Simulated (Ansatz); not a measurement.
```yaml
crystal:
  periodic: [false, false, false]
  atoms:
    - {symbol: O, position_ang: [0.435957, -1.384083, -0.890737]}
    - {symbol: Si, position_ang: [-0.059763, -0.125838, -0.328768]}
    - {symbol: O, position_ang: [0.157577, -0.354187, 1.376228]}
    - {symbol: F, position_ang: [-1.935834, -0.232446, -0.285562]}
    - {symbol: F, position_ang: [-0.005151, 1.146105, -1.274202]}
    - {symbol: H, position_ang: [1.143587, 0.169071, 1.525250]}
basis:
  gaussian: {orbitals: def2-TZVPD}
total_charge: -3
magnetization: {spin_polarized: true, initial_magnetization: 0}
hamiltonian: {xc: {name: HSE06}, dispersion: d3bjatm}
```

```sh
$ ansatz run in.yaml --threads 4 --pin off --events-out ev --progress --plain --max-ram 10444MiB
```

It prints (some lines left out):

```
Functional definition: HSE06
  name "HSE06"
  cite "Heyd, Scuseria & Ernzerhof, J. Chem. Phys. 118, 8207 (2003) doi:10.1063/1.1564060"
  cite "Krukau, Vydrov, Izmaylov & Scuseria, J. Chem. Phys. 125, 224106 (2006) doi:10.1063/1.2404663"
  cite "Heyd & Scuseria, J. Chem. Phys. 120, 7274 (2004) doi:10.1063/1.1668634"
  cite "Ernzerhof & Perdew, J. Chem. Phys. 109, 3313 (1998) doi:10.1063/1.476928"
  cite "Perdew, Burke & Ernzerhof, Phys. Rev. Lett. 77, 3865 (1996) doi:10.1103/PhysRevLett.77.3865"
  parent pbe
  parameter a = 0.25
  parameter omega = 0.11/bohr
  # The whole range is PBE's own exchange, as in plane waves. The composition of these papers is wPBEh.
  exchange = pbe_x - a*pbe_x_sr(omega) + a*exact_x_sr(omega)
  correlation = pbe_c
1109 factors; their error is unknown
89 factors; integrals over basis functions are off by at most 5.0e-6 eV
mean field evaluation 1: about -17181.7596 eV, gradient 1.9e2 eV
mean field evaluation 2: about -16725.6070 eV, gradient 3.7e2 eV
mean field evaluation 4: about -17190.0221 eV, gradient 1.7e2 eV
mean field evaluation 8: about -17406.6942 eV, gradient 8.6e0 eV
mean field evaluation 16: about -17407.1399 eV, gradient 3.6e-2 eV
mean field evaluation 32: about -17407.1501 eV, gradient 2.8e-4 eV
a density is far from that of the atoms, so the factors are made again for it
1424 factors; integrals over basis functions are off by at most 1.0e-3 eV
99 factors; integrals over basis functions are off by at most 2.5e-6 eV
mean field -17407.15040082 eV, -639.7009782400 hartree, gradient 9.6e-6 eV, S^2 0.242484; 0 other end points of the search recorded, 0 dependent functions left out
reference -17407.15042692 eV, -639.7009791991 hartree; 26, 26 occupied and 186, 186 virtual orbitals, 1424 factors
Total energy: -17407.20914136 eV, -639.7031369150 hartree
```

Problem. What is wrong with this run?

Solution. The charge is far from anything that the molecule holds. Self-consistency was reached. The result belongs to that input, not to the molecule as meant.

HSE06 is defined as in plane-wave codes.
